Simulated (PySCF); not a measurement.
PBE0 on Li⁻ (lithium, charge -1), [He] 2s2, closed-shell 1S. All numbers are calculated (PySCF 2.14, no relativity, point nucleus, in aug-cc-pV5Z (7s6p5d4f3g2h, 127 functions)).

```
cycle= 1 E= -7.4852255907658  delta_E= -0.00132  |g|= 0.00481  |ddm|=  1.3
cycle= 2 E= -7.48527220555584  delta_E= -4.66e-05  |g|= 0.00124  |ddm|= 0.0962
cycle= 3 E= -7.48527816046443  delta_E= -5.95e-06  |g|= 0.000322  |ddm|= 0.0215
cycle= 4 E= -7.48527839274551  delta_E= -2.32e-07  |g|= 3.2e-05  |ddm|= 0.00359
cycle= 5 E= -7.48527839594868  delta_E= -3.2e-09  |g|= 2.08e-06  |ddm|= 0.0009
cycle= 6 E= -7.48527839596156  delta_E= -1.29e-11  |g|= 3.85e-08  |ddm|= 6.33e-05
converged SCF energy = -7.48527839596156  <S^2> = -6.6613381e-15  2S+1 = 1
```

Highest occupied orbital energy: 0.463 eV; ⟨L²⟩ = 0.00; populations by l: s 4.00, p 0.00, d 0.00, f 0.00.

**Question.** Can this result be used?

**Answer.** With care. The run converged. At PBE0 the highest occupied level has a positive energy, so only the finite basis holds that electron; in a semilocal or global hybrid functional this comes from self-interaction and does not mean that the real anion is unbound.
